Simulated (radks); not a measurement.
Task: The mean radii <r> (bohr) of the occupied orbitals of an atom or ion are listed with their occupations. Calculated with a radial shooting solver on a logarithmic mesh with Libxc functionals: scalar-relativistic Kohn-Sham, PBEsol, spin-polarised, spherical densities, finite nucleus; Fermi nuclear charge, rms radius of each element as measured or else 0.836 A^(1/3) + 0.57 fm.

| orbital | occ. | <r> |
|---|---|---|
| 1s up | 1 | 0.1111 |
| 1s down | 1 | 0.1108 |
| 2s up | 1 | 0.5024 |
| 2s down | 1 | 0.5081 |
| 2p up | 2 | 0.4458 |

Name the element and its charge. Open shells, if any, are filled with parallel spins first.

Result: Z = 14, silicon, charge +8: Si8+ in [He] 2s2 2p2. The 1s radius gives Z: for a bare nucleus <r> = (2 gamma + 1)/(2Z) with gamma = sqrt(1 - (Z/c)^2), 0.1068 bohr for Z = 14, and screening makes it slightly larger (0.1111 here). The occupations add up to 6, and the charge is Z minus that.
